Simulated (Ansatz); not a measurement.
Compare A (`C=C([SiH3])CF`) with its isomer B (`C[Si@H]1C[C@H]1F`).

Calculated with Ansatz (gas phase, PBE0-D4/def2-TZVP geometries, no zero-point term in ΔE). CCSD(T)/CBS is the MP2 limit (def2-TZVPP, def2-QZVPP) plus CCSD(T) − MP2 in def2-TZVPP, frozen cores. Functionals use def2-TZVPP. One conformer a species, not always the lowest.

**Question.** Which is lower in electronic energy at CCSD(T)/CBS, and by how much? (Estimate.)

**Answer.** Ansatz gave: A, by 4.0 kcal/mol.

**Question.** Give E(B) − E(A) in kcal/mol with r2SCAN-D4, PBE0-D4, PBE-D4, CCSD/def2-TZVPP, HF/def2-TZVPP, B2PLYP, MP2/def2-TZVPP. (Estimate.)

**Answer.** Ansatz gave: r2SCAN-D4 0.2, PBE0-D4 -0.5, PBE-D4 -0.6, CCSD/def2-TZVPP 5.3, HF/def2-TZVPP 12.0, B2PLYP 4.5, MP2/def2-TZVPP 2.7. The order is the other way round with PBE0-D4, PBE-D4.

Largest T1 diagnostic: 0.012.

In def2-TZVPP, CCSD(T) changes the Hartree–Fock value by −7.1 kcal/mol (the triples alone add −0.4 kcal/mol) and MP2 by −9.3 kcal/mol.
